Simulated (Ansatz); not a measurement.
Vertical singlet–triplet gap (eV) of eight silicon and germanium compounds: PBE beside PBE0, computed with Ansatz (an electronic-structure program) for isolated molecules in the bases named; differences from unrounded values. The eight are the first of their class met in an unordered collection, after screening for sound electronic states; none was chosen by its value. Functionals give these values as differences of separate SCF runs (ΔSCF), EOM-CCSD as a root; each molecule has one DFT geometry for both levels.

```
molecule                                                          basis  PBE0
-----------------------------------------------------------  ----------  ----
CH7FN2Si, SMILES F[Si@@H](N)NC                                def2-SVPD  6.30
C₂H₆N₂OSi, SMILES N[Si@@H]1COC=N1                             def2-SVPD  4.96
C₄H₁₂OSi, SMILES CC[Si@H](C)OC                                def2-SVPD  7.00
Ge(H)(F)2(OMe) (CH₄F₂GeO), SMILES C[O][GeH]([F])[F]           def2-SVPD  6.96
FH₇OSi₃, SMILES [Si@@H](F)([SiH3])[SiH2]O                    def2-TZVPD  4.52
F2H5NSi2, SMILES [SiH]([SiH2]N)(F)F                           def2-SVPD  4.81
Ge(H)(Cl)2(vinyl) (C2H4Cl2Ge), SMILES C=[CH][GeH]([Cl])[Cl]   def2-SVPD  4.11
Si(F)(Br)(OH)2 (BrFH2O2Si), SMILES F[Si](Br)(O)O              def2-SVPD  7.05
```

Q: Estimate the PBE values and say how PBE differs from PBE0 over the set. (The exact figures need the calculation; the answer reports its results.)

A: 
```json
[
 {"molecule": "CH7FN2Si, SMILES F[Si@@H](N)NC", "PBE": "5.99", "difference": "-0.31"},
 {"molecule": "C₂H₆N₂OSi, SMILES N[Si@@H]1COC=N1", "PBE": "4.84", "difference": "-0.12"},
 {"molecule": "C₄H₁₂OSi, SMILES CC[Si@H](C)OC", "PBE": "6.34", "difference": "-0.66"},
 {"molecule": "Ge(H)(F)2(OMe) (CH₄F₂GeO), SMILES C[O][GeH]([F])[F]", "PBE": "6.55", "difference": "-0.41"},
 {"molecule": "FH₇OSi₃, SMILES [Si@@H](F)([SiH3])[SiH2]O", "PBE": "4.18", "difference": "-0.34"},
 {"molecule": "F2H5NSi2, SMILES [SiH]([SiH2]N)(F)F", "PBE": "4.42", "difference": "-0.39"},
 {"molecule": "Ge(H)(Cl)2(vinyl) (C2H4Cl2Ge), SMILES C=[CH][GeH]([Cl])[Cl]", "PBE": "4.27", "difference": "0.16"},
 {"molecule": "Si(F)(Br)(OH)2 (BrFH2O2Si), SMILES F[Si](Br)(O)O", "PBE": "6.47", "difference": "-0.58"}
]
```
PBE lies below PBE0 in 7 and above it in 1 of the eight; the mean signed difference is -0.33 and the largest -0.66 eV.
